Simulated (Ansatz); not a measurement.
`O[SiH](Cl)[SiH2]Cl` + NH₃ → `N[SiH](O)Cl` + `[SiH3]Cl`  (cleavage of the Si–Si bond)

Computed with Ansatz on PBE0-D4/def2-TZVP structures; ΔE is electronic, products minus reactants. CCSD(T)/CBS adds triple-zeta CCSD(T) − MP2 to the extrapolated MP2 energy (def2 sets, frozen cores). This one scheme is used for every species. DFT in def2-TZVPP. B3LYP here is the variant with VWN-RPA as its local correlation; programs differ in this. HSE06 is defined as in plane-wave codes. Each species was taken in one conformer, which may not be the lowest.

```
             level  ΔE (kJ/mol)  difference from CCSD(T)/CBS
       LDA (SPW92)        -68.5                          9.9
         revPBE-D4        -57.0                         21.4
         r2SCAN-D4        -74.6                          3.8
           PBE0-D4        -65.4                         13.0
          B3LYP-D4        -73.9                          4.5
           ωB97X-V        -77.9                          0.5
            revPBE        -59.8                         18.6
             HSE06        -69.8                          8.6
SCS-MP2/def2-TZVPP        -88.8                        -10.4
CCSD(T)/def2-TZVPP        -80.9                         -2.5
       CCSD(T)/CBS        -78.4                            0
```

Largest T1 diagnostic among the species: 0.011.

Leaving LDA and LC-ωPBE aside and taking each functional with its dispersion term where it has one, the values, not all of them listed here, spread over 27.5 kJ/mol, from B2PLYP to PBE-D4. LDA lies −7.2 kJ/mol from PBE without D4. From r2SCAN to r2SCAN0 (25 % exact exchange), in def2-TZVPP and without D4, ΔE moves by −4.6 kJ/mol. The D4 term adds +7.4 kJ/mol with B3LYP and +4.5 kJ/mol with PBE0; it sums over pairs of atoms, weighted by their polarisabilities, and B3LYP, whose exchange is more repulsive, gets the larger term.

CCSD(T)/CBS has its own doubt, a few kJ/mol and more with outer-core shells, so smaller differences from it don't rank the levels.
